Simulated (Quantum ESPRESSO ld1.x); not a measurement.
Results of a calculation; reference values are marked as such.
Question: The aim is neutral rhenium in [Xe] 4f14 5d5 6s2. This ld1.x (Quantum ESPRESSO 7.5) run was made with `OMP_NUM_THREADS=1 ld1.x < ld1.in > ld1.out`. Can the result be used? Name any fault.

```
 &input
    zed=75.0,
    iswitch=1,
    rel=3,
    lsd=1,
    dft='PZ',
    config='[Xe] 4f14 5d5 6s2',
    prefix='ld1',
    max_out_wfc=37,
    file_charge='ld1.rho',
 /
```

Output (excerpt):

```
     Program LD1 v.7.5 starts

 %%%%%%%%%%%%%%%%%%%%%%%%%%%%%%%%%%%%%%%%%%%%%%%%%%%%%%%%%%%%%%%%%%%%%%%%%%%%%%
     Error in routine ld1_readin (1):
     wrong rel
 %%%%%%%%%%%%%%%%%%%%%%%%%%%%%%%%%%%%%%%%%%%%%%%%%%%%%%%%%%%%%%%%%%%%%%%%%%%%%%

     stopping ...
```

Answer: No (refused). The line at issue: rel=3. The program stops in ld1_readin with "wrong rel": rel takes 0, 1 or 2. The sound input gives -16682.724 hartree.
